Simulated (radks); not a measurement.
Values are calculated unless marked as measured or tabulated.
The nitrogen ion N2+ inside a hard spherical wall (all orbitals vanish at R), configuration held at [He] 2s2 2p1 and not refilled when levels cross. Code: a radial shooting solver on a logarithmic mesh with Libxc functionals. Model: non-relativistic Kohn-Sham, r2SCAN, spin-polarised, spherical densities, point nucleus; open shells are filled with parallel spins first; meta-GGA in the generalised Kohn-Sham scheme. Eigenvalues in eV for spin up, with the zero of energy where the potential of the charges vanishes at infinity; a dash marks a level that is unbound or too diffuse for the functional's potential to be trusted. A positive occupied level is held by the wall or, in an anion where self-interaction has pushed it up, behind a barrier. The pressure on the wall is -dE/dV.

R (bohr) = free: E (hartree) -52.89865; kinetic (hartree) 52.785; e(1s) -428.79; e(2s) -51.285; e(2p) -38.587; e(3s, empty) -; e(3p, empty) -; pressure (GPa) 0
R (bohr) = 20: E (hartree) -52.89865; kinetic (hartree) 52.785; e(1s) -428.79; e(2s) -51.285; e(2p) -38.587; e(3s, empty) -; e(3p, empty) -; pressure (GPa) < 0.0001
R (bohr) = 15: E (hartree) -52.89865; kinetic (hartree) 52.785; e(1s) -428.79; e(2s) -51.285; e(2p) -38.587; e(3s, empty) -; e(3p, empty) -; pressure (GPa) < 0.0001
R (bohr) = 12: E (hartree) -52.89865; kinetic (hartree) 52.785; e(1s) -428.79; e(2s) -51.285; e(2p) -38.587; e(3s, empty) -; e(3p, empty) -; pressure (GPa) < 0.0001
R (bohr) = 10: E (hartree) -52.89865; kinetic (hartree) 52.785; e(1s) -428.79; e(2s) -51.285; e(2p) -38.587; e(3s, empty) -; e(3p, empty) -; pressure (GPa) < 0.0001
R (bohr) = 8: E (hartree) -52.89865; kinetic (hartree) 52.785; e(1s) -428.79; e(2s) -51.285; e(2p) -38.587; e(3s, empty) -11.601; e(3p, empty) -; pressure (GPa) < 0.0001
R (bohr) = 7: E (hartree) -52.89865; kinetic (hartree) 52.785; e(1s) -428.79; e(2s) -51.285; e(2p) -38.587; e(3s, empty) -11.398; e(3p, empty) -8.723; pressure (GPa) < 0.0001
R (bohr) = 5: E (hartree) -52.89851; kinetic (hartree) 52.786; e(1s) -428.78; e(2s) -51.278; e(2p) -38.579; e(3s, empty) -8.985; e(3p, empty) -5.598; pressure (GPa) 0.0379
R (bohr) = 3: E (hartree) -52.84745; kinetic (hartree) 53.168; e(1s) -427.04; e(2s) -50.092; e(2p) -37.187; e(3s, empty) 15.036; e(3p, empty) 17.852; pressure (GPa) 37.9
R (bohr) = 2: E (hartree) -52.08465; kinetic (hartree) 56.410; e(1s) -415.79; e(2s) -38.627; e(2p) -25.957; e(3s, empty) 98.068; e(3p, empty) 87.314; pressure (GPa) 1300
